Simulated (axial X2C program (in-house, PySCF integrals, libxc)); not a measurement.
## Potential curves of MoO⁻, 2c

All values were computed with an axial X2C code built on PySCF integrals. Two-component (2c) means X2C with spin–orbit coupling and atomic mean-field two-electron Coulomb and Gaunt terms. Basis: Mo dyall-acv3z [12s13p10d5f3g], O dyall-av3z [7s6p3d2f] (cores contracted in-house); Gaussian nuclei, density fitting, unrestricted open shells. Masses: Mo 97.905 u, O 15.995 u.

State: Ω = 5/2 (⟨Sz⟩ = 2.50, ⟨Lz⟩ = 0.00 at r2SCAN0). Energies in eV from the fragments at the same level (Mo + O-). Fits are polynomials in 1 − R0/R over 0.85 to 1.23 times the lowest point R0.

```
 R (Å)  r2SCAN0
1.5121  -3.0856
1.5816  -3.8554
1.6337  -4.1909
1.6859  -4.3670
1.7380  -4.4172
1.7988  -4.3545
1.8597  -4.1948
1.9379  -3.8936
2.0335  -3.4439
2.1725  -2.7719
```

The state is one determinant whose occupation by symmetry is held fixed; it was picked as the lowest of a PBE0 search that is not exhaustive. De is counted from the lowest determinant-based energies of the atoms at the same level, without counterpoise correction. Density functionals use the spin component along the axis (collinear). A 2c atom that is not at its ground J level misses part of its spin–orbit lowering, and De is too large by that part (0.04 eV or less for light atoms). This holds for r2SCAN0. Other states lie close and PBE0, whose exact exchange favours high spin, may order them wrongly; the determinant shown need not be the ground state. The nearest other 2c determinant of the search, Ω = 1/2, lies 0.20 eV up at the distance of the search. The functionals have no current-density term, which raises determinants with orbital currents, atoms included. With several unpaired electrons one determinant need not be a pure state. The highest occupied level of some functionals is positive through self-interaction error; at Hartree–Fock it is bound. This is the top spin component of a Σ state; components of lower Ω are not single determinants and can lie lower. The determinant is spin-polarised beyond a pure state at some levels (its spin-free form has ⟨S²⟩ too high), which makes Re and μ there less reliable.

Problem. What are Re, ωe and De at the r2SCAN0 level?

Solution. At r2SCAN0, 2c: Re = 1.737 Å, ωe ≈ 843 cm⁻¹, De = 4.42 eV to Mo + O-; Be follows as 0.407 cm⁻¹.
